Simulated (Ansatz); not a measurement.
Start from `O=CCBCl` and change one atom or group to get `N[SiH2]CBCl`.

Ansatz, PBE0-D4/def2-TZVP geometries, multiplicity 1. Each molecule was computed in one conformer, which needn't be the lowest.

```json
{"property": "HOMO energy (B3LYP/def2-TZVPP) / eV", "`O=CCBCl`": "-7.41"}
{"property": "LUMO energy (PBE0/def2-TZVPP) / eV", "`O=CCBCl`": "-1.73"}
{"property": "size of the dipole moment (ωB97M-V/def2-TZVPP) / D", "`O=CCBCl`": "2.47"}
{"property": "HOMO–LUMO gap (PBE/def2-TZVPP) / eV", "`O=CCBCl`": "3.37"}
{"property": "LUMO energy (ωB97M-V/def2-TZVPP) / eV", "`O=CCBCl`": "0.31"}
{"property": "HOMO–LUMO gap (ωB97M-V/def2-TZVPP) / eV", "`O=CCBCl`": "10.33"}
```

(1) What does the change do to each property? (An estimate is asked.)

Answers

(1) Ansatz gave: 
```
                                          property  `N[SiH2]CBCl`  shift
               HOMO energy (B3LYP/def2-TZVPP) / eV          -7.32   0.09
                LUMO energy (PBE0/def2-TZVPP) / eV          -1.25   0.48
size of the dipole moment (ωB97M-V/def2-TZVPP) / D           1.74  -0.73
               HOMO–LUMO gap (PBE/def2-TZVPP) / eV           3.97   0.60
             LUMO energy (ωB97M-V/def2-TZVPP) / eV           0.69   0.38
           HOMO–LUMO gap (ωB97M-V/def2-TZVPP) / eV          10.58   0.25
```

With PBE0 the HOMO rises by 0.09 eV and the LUMO rises by 0.48 eV, so the gap widens by about 0.39 eV. PBE moves the HOMO by -0.08 eV and ωB97M-V by 0.12 eV. Dipoles are sizes alone; their direction can turn.

B3LYP here is the variant with VWN-RPA as its local correlation; programs differ in this.
